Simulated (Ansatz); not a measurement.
**TiN, doublet: CASSCF and its corrections**

Program: Ansatz, Gaussian basis, development build. Basis def2-SVP, nonrelativistic, 10 orbitals frozen in the corrections. State-specific CASSCF; RHF is the lowest restricted (open-shell) Hartree–Fock solution met. Letters tell apart solutions met in one space. A minimal or small basis: far from the basis limit. No symmetry is imposed, so a solution can break that of the shape. No proof that the lowest CASSCF solution was found.

Geometry: bond length 2.3730 Å.

CASSCF less RHF, in eV, and natural occupations:

| CAS | CASSCF | occupations |
| --- | --- | --- |
| (7,9) a | -5.831 | 1.96, 1.18, 1.18, 1.00, 0.81, 0.81, 0.04, 0.01, 0.01 |
| (7,9) b | -5.253 | 1.89, 1.49, 1.00, 1.00, 1.00, 0.49, 0.04, 0.04, 0.04 |

(1) What totals less RHF do the corrections give on each solution?

(2) In CAS(7,9), is the solution lowest in CASSCF also lowest after SC-NEVPT2?

## Answers

(1) 

```
    CAS  SC-NEVPT2
(7,9) a     -8.157
(7,9) b     -7.971
```

(2) Yes: (7,9) a stays lowest, 0.19 eV under the next.
